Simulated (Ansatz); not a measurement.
`CSB(F)Cl` and `CSB(F)[SiH3]` differ in one atom or group.

Ansatz, PBE0-D4/def2-TZVP geometries, multiplicity 1. Each molecule was computed in one conformer, which needn't be the lowest.

```csv
property,`CSB(F)Cl`
LUMO energy (PBE0/def2-TZVPP) / eV,-0.49
HOMO–LUMO gap (ωB97M-V/def2-TZVPP) / eV,11.46
LUMO energy (B3LYP/def2-TZVPP) / eV,-0.69
LUMO energy (PBE/def2-TZVPP) / eV,-1.43
HOMO–LUMO gap (PBE0/def2-TZVPP) / eV,7.24
size of the dipole moment (PBE/def2-TZVPP) / D,2.14
```

**Question.** What does the change do to each property? (Best estimate.)

**Answer.** Ansatz gave: 
```
                                      property  `CSB(F)[SiH3]`  shift
            LUMO energy (PBE0/def2-TZVPP) / eV           -1.24  -0.75
       HOMO–LUMO gap (ωB97M-V/def2-TZVPP) / eV           10.64  -0.82
           LUMO energy (B3LYP/def2-TZVPP) / eV           -1.41  -0.72
             LUMO energy (PBE/def2-TZVPP) / eV           -2.12  -0.69
          HOMO–LUMO gap (PBE0/def2-TZVPP) / eV            6.50  -0.74
size of the dipole moment (PBE/def2-TZVPP) / D            2.14   0.00
```

Dipoles are sizes alone; their direction can turn.

B3LYP here is the variant with VWN-RPA as its local correlation; programs differ in this.
